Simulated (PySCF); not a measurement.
Be(Br)(iPr) (C3H7BeBr), SMILES C[CH](C)[Be][Br].

Geometry optimised at PBE0-D3(BJ)/def2-SVP. Other conformers were not sampled.

The numbers are results of PySCF with TDA-PBE0/def2-SVPD, not measurements.

Vertical excitations.  State labels are in the subgroup Cs.

**Question.** Estimate the UV-visible absorptions. (Estimate from the structure and the level; the computed values follow.)

**Answer.** 
```tsv
state	symmetry	energy (eV)	λ (nm)	f	main pairs
S1	A'	6.08	204	0.013	HOMO→LUMO 98 %
S2	A"	6.11	203	0.034	HOMO→LUMO+1 98 %
S3	A'	6.56	189	0.040	HOMO→LUMO+2 94 %
S4	A"	7.00	177	0.000	HOMO−1→LUMO+1 50 %, HOMO−2→LUMO 47 %
S5	A'	7.03	176	0.000	HOMO−1→LUMO 50 %, HOMO−2→LUMO+1 48 %
S6	A"	7.03	176	0.000	HOMO−2→LUMO 50 %, HOMO−1→LUMO+1 47 %
S7	A'	7.45	166	0.027	HOMO→LUMO+3 80 %, HOMO−1→LUMO+2 12 %
S8	A'	7.48	166	0.089	HOMO−1→LUMO+2 83 %
S9	A"	7.49	165	0.094	HOMO−2→LUMO+2 96 %
S10	A'	7.87	158	0.029	HOMO→LUMO+4 76 %
T1	A'	5.43	228	0	HOMO→LUMO 94 %
T2	A"	5.46	227	0	HOMO→LUMO+1 94 %
T3	A'	6.15	202	0	HOMO→LUMO+2 89 %
T4	A'	6.51	190	0	HOMO−1→LUMO 46 %, HOMO−2→LUMO+1 44 %
```
Triplets are in the Tamm–Dancoff approximation.
